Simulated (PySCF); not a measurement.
Species: C2HO2, charge 1, multiplicity 1. It need not be the lowest isomer of its formula. SMILES: O=C=C=[OH+]
Geometry: optimised at B3LYP-D3(BJ)/def2-TZVP (Ansatz).

Dispersion corrections to the total energy (kcal/mol) from the dftd3 and dftd4 libraries through PySCF: D3(BJ) without and D4 with the three-body term, each with the damping fitted for the functional named.

```json
[
 {"functional": "TPSSh", "D3(BJ)": "-1.66", "D4": "(withheld)"},
 {"functional": "BP86", "D3(BJ)": "-2.26", "D4": "-1.52"},
 {"functional": "B2PLYP", "D3(BJ)": "-1.15", "D4": "-0.82"},
 {"functional": "HSE06", "D3(BJ)": "-0.89", "D4": "-0.90"},
 {"functional": "revPBE", "D3(BJ)": "-3.92", "D4": "-4.23"},
 {"functional": "CAM-B3LYP", "D3(BJ)": "-1.08", "D4": "(withheld)"},
 {"functional": "B3LYP", "D3(BJ)": "(withheld)", "D4": "-1.90"}
]
```

Problem. Fill in the missing entries.

Solution. 
- TPSSh, D4: -1.45
- CAM-B3LYP, D4: -0.97
- B3LYP, D3(BJ): -2.57
